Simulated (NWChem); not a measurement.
# Ionisation of NSi

```
Si
N 1 1.5749
```
Charge 0, spin multiplicity 2.

Program: NWChem. Structure: optimised with UPBE0/def2-SVP, a minimum by its harmonic frequencies.

Basis set: def2-TZVP. The species with one electron less has spin multiplicity 3 and keeps the geometry of the parent. Δ marks differences of total energies (open shells unrestricted). −ε marks an orbital energy of the parent. That orbital need not have the symmetry of the hole or added electron in the Δ rows.

B3LYP has NWChem's definition, with VWN1-RPA local correlation. The structure started from a generated list of species. The unpaired electrons of the parent sit in orbitals of symmetry a1 (C2v labels of the run); other states weren't searched. The stability of the SCF solutions was not checked.

### Question
One of these methods gave a first vertical ionisation energy of 6.75 eV. Which?
A. −ε(beta HOMO) of BHandHLYP
B. ΔBHandHLYP
C. −ε(beta HOMO) of PBE
D. −ε(beta HOMO) of B3LYP

### Answer
C, −ε(beta HOMO) of PBE. The others give 8.81 (−ε(beta HOMO) of BHandHLYP), 7.64 (−ε(beta HOMO) of B3LYP), 9.95 (ΔBHandHLYP).
